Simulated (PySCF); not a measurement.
Computed shifts of a molecule C4H6O, PBE/pcSseg-1 (PySCF), GIAO, gas phase, equivalent atoms averaged, in ppm (number of nuclei): ¹³C: 206.8 (1), 28.1 (1), 20.1 (2). ¹H: 10.75 (1), 2.01 (1), 1.53 (2), 1.28 (2). References: ¹⁷O against H2O (σ = 334.3 ppm); ¹³C against TMS (σ = 182.0 ppm); ¹H against TMS (σ = 31.49 ppm), references at their B3LYP-D3(BJ)/def2-TZVP geometries, non-relativistic. Coordinates come from a B3LYP-D3(BJ)/def2-SVP optimisation. Other conformers were not sampled.

**Question.** Which structure fits?
A) C=CCC=O
B) O=CC1CC1
C) C#CCCO
D) C=C1CCO1

**Answer.** B, O=CC1CC1
